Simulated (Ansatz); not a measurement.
C2H6SeSi2, SMILES `C1=C[Se][SiH2][SiH2]1`. Charge 0, multiplicity 1. All single points use the PBE0-D4/def2-TZVP geometry.

```xyz
11

C     0.989    1.061    0.052
C     1.708    0.031   -0.397
Se    1.112   -1.749   -0.738
Si   -1.069   -1.376   -0.117
Si   -0.820    0.884    0.431
H     1.510    2.006    0.185
H     2.767    0.125   -0.622
H    -1.975   -1.664   -1.258
H    -1.433   -2.273    1.011
H    -1.128    1.174    1.858
H    -1.662    1.781   -0.407
```

Question: What is the dipole moment at B3LYP/def2-TZVPP? (Best estimate.)

Answer: The calculation gave: 0.88 D, with components (-0.11, 0.84, 0.25) D in this frame, pointing from negative to positive charge.

Question: And with PBE, r2SCAN, ωB97M-V? (Best estimate.)

Answer: Ansatz gave: PBE 0.81 D, r2SCAN 0.90 D, ωB97M-V 0.97 D.

Question: Give the Mulliken charges with B3LYP, PBE, r2SCAN in def2-TZVPP. (Estimate.)

Answer: The calculation gave: 
```json
{"atom": "C1", "B3LYP": "-0.26", "PBE": "-0.22", "r2SCAN": "-0.29"}
{"atom": "C2", "B3LYP": "-0.09", "PBE": "-0.07", "r2SCAN": "-0.02"}
{"atom": "Se3", "B3LYP": "-0.05", "PBE": "-0.04", "r2SCAN": "-0.07"}
{"atom": "Si4", "B3LYP": "0.16", "PBE": "0.12", "r2SCAN": "0.19"}
{"atom": "Si5", "B3LYP": "0.26", "PBE": "0.19", "r2SCAN": "0.28"}
{"atom": "H6", "B3LYP": "0.10", "PBE": "0.09", "r2SCAN": "0.08"}
{"atom": "H7", "B3LYP": "0.11", "PBE": "0.10", "r2SCAN": "0.09"}
{"atom": "H8", "B3LYP": "-0.05", "PBE": "-0.04", "r2SCAN": "-0.06"}
{"atom": "H9", "B3LYP": "-0.05", "PBE": "-0.04", "r2SCAN": "-0.06"}
{"atom": "H10", "B3LYP": "-0.06", "PBE": "-0.05", "r2SCAN": "-0.07"}
{"atom": "H11", "B3LYP": "-0.06", "PBE": "-0.05", "r2SCAN": "-0.07"}
```

B3LYP here is the variant with VWN-RPA as its local correlation; programs differ in this.
